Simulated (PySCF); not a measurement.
# Vertical excitation energies

Compound: 2,3-dimethylpentane, C₇H₁₆.
SMILES with atom numbers: `[CH3:1][CH2:2][C@@H:3]([CH3:4])[CH:5]([CH3:6])[CH3:7]` (hydrogens: H8, H9, H10 on C1; H11, H12 on C2; H13 on C3; H14, H15, H16 on C4; H17 on C5; H18, H19, H20 on C6; H21, H22, H23 on C7)

Cartesian coordinates in Å at the GFN2-xTB level; atoms count from 1:
```
atom  x, y, z in Å
C1     2.5444   -0.3024   -0.5960
C2     1.0818    0.1102   -0.7255
C3     0.2535   -0.2226    0.5209
C4     0.6376    0.6833    1.6909
C5    -1.2682   -0.1635    0.2643
C6    -1.7496   -1.3663   -0.5468
C7    -1.7188    1.1298   -0.4120
H8     3.0449    0.2560    0.1906
H9     3.0721   -0.1141   -1.5286
H10    2.6231   -1.3633   -0.3677
H11    0.6571   -0.4091   -1.5862
H12    1.0308    1.1825   -0.9217
H13    0.4852   -1.2547    0.8117
H14    0.4826    1.7304    1.4405
H15    1.6831    0.5484    1.9545
H16    0.0382    0.4463    2.5675
H17   -1.7557   -0.2163    1.2455
H18   -1.4652   -2.2972   -0.0607
H19   -1.3272   -1.3582   -1.5489
H20   -2.8335   -1.3467   -0.6392
H21   -2.8056    1.1771   -0.4315
H22   -1.3543    2.0006    0.1257
H23   -1.3610    1.1768   -1.4373
```

Method: TDDFT PBE0/def2-SVPD, vertical, gas phase, core orbitals frozen in the response (PySCF 2.14.0, density-fitted response routines).

```tsv
state	λ (nm)	E (eV)	f	|μ| (D)	main configurations (H = HOMO, L = LUMO)
S1	151.7	8.17	0.0041	0.36	H→L (98%)
S2	149.9	8.27	0.0029	0.30	H-1→L (97%)
S3	146.6	8.46	0.015	0.68	H-2→L (97%)
S4	142.2	8.72	0.027	0.91	H→L+1 (78%), H→L+3 (12%)
S5	141.3	8.78	0.0027	0.28	H→L+2 (60%), H→L+3 (23%), H→L+1 (9%)
S6	140.9	8.80	0.024	0.86	H-1→L+1 (53%), H→L+3 (12%), H-1→L+3 (11%)
```

Triplets (Tamm–Dancoff): T1 8.02 eV, H→L (91%); T2 8.11 eV, H-1→L (93%).

The lowest singlet comes at 152 nm (788 kJ/mol) in the vacuum ultraviolet; it is very weak; its leading configuration is HOMO→LUMO (98%). The most intense listed level is S4 at 8.72 eV (142 nm, f = 0.027), 0.54 eV above S1. Löwdin shares by element: HOMO carbon 61% or more (atoms not listed hold the other 39%); LUMO carbon 36% or more (atoms not listed hold the other 64%). Weighted by f, the mean energy of these states is 8.65 eV. Orbital energies (eV): HOMO-3 -9.44, HOMO-2 -8.76, HOMO-1 -8.59, HOMO -8.48, LUMO 0.76, LUMO+1 1.27, LUMO+2 1.37. The oscillator strengths of these states sum to 0.076; summed over the whole spectrum of an exact calculation they would give the number of electrons, 58 (Thomas–Reiche–Kuhn). No computed singlet lies in the visible range (380 to 750 nm); the lowest, at 152 nm, stands 4.91 eV above its violet end (3.26 eV). The window holds the lowest 6 singlets.

One conformer stands for the species.

Without π bonds the low states are Rydberg-like; a valence basis with one diffuse set may place them up to an eV too high.
